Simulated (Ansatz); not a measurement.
Species: GeSe (charge 0, singlet). 
Coordinates optimised at B3LYP-D3(BJ)/def2-TZVP (Ansatz, an electronic-structure program):
SMILES: [Ge]=[Se]
```xyz
2

Ge     0.0000     0.0000    -1.1111
Se     0.0000     0.0000     1.0458
```
Charge 0, spin multiplicity 1.

Basis-set convergence of Hartree-Fock and CCSD(T) correlation energies (hartree) with Ansatz. Cores are frozen in the correlated levels unless marked. Spin-orbit coupling is left out. The frozen core is the preceding noble-gas configuration, with the filled d and f shells of earlier blocks. No relativistic terms.

The T1 diagnostic of CCSD in the largest basis is 0.025, which is high, so the coupled-cluster rows are less sure than usual.

| basis | functions | E(HF) | E(corr, CCSD(T)) | rough core time |
|---|---|---|---|---|
| def2-SVPD | 79 | -4474.69341 | -0.22484 | under 20 s |
| def2-TZVPPD | 111 | -4475.25220 | -0.26844 | under 20 s |
| def2-QZVPPD | 193 | -4475.33986 | -0.28555 | 29 s |

Extrapolating the two largest sets (X = 3 and 4) as X^-3: E(corr) = (64·(-0.28555) - 27·(-0.26844))/37 = -0.2980 Eh, an estimate of the basis-set limit. The largest set recovers 95.8 % of it, the smallest 75.4 %.
